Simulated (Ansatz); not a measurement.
A thermochemical cycle in electronic energies (no zero-point or thermal terms), species as SMILES, kcal/mol. Structures are relaxed separately at B3LYP-D3(BJ)/def2-TZVP in Ansatz (a quantum-chemistry and plane-wave program). Valence correlation only, unless marked. Open shells are spin-unrestricted. Spin-orbit coupling is left out. Frozen are the shells of the preceding noble gas and the d and f shells that filled before the atom's block. No relativistic terms. Basis-set limits of correlation are two-point, X^-3; Hartree-Fock from the larger set. Anions need diffuse functions, of which def2-TZVPD holds fewer than the aug- sets.

| step | CCSD(T)/CBS(aug-cc-pVTZ,aug-cc-pVQZ) (Ansatz) | B3LYP-D3(BJ)/def2-TZVPD (Ansatz + dftd3) |
|---|---|---|
| bond energy D: Br (HBr) → Br atom + H atom | 93.6 | 92.3 |
| electron affinity EA, positive where the anion is bound: Br atom + e- → [Br-] | 82.2 | 81.9 |
| ionisation of the H atom at the same level, IE | 313.7 | 315.1 |

Q: Find the deprotonation energy A: Br (HBr) -> [Br-] + H+.

A: Breaking the bond, ionising the H atom and attaching the electron to the radical add up to the deprotonation, A = D + IE - EA. At CCSD(T)/CBS(aug-cc-pVTZ,aug-cc-pVQZ): A = D + IE - EA = 93.6 + 313.7 - 82.2 = 325.1. At B3LYP-D3(BJ)/def2-TZVPD: A = D + IE - EA = 92.3 + 315.1 - 81.9 = 325.5. The functional differs from the first level by -1.3 in D, -0.3 in EA and +0.4 in A; for EA and A the gap mixes functional and basis.
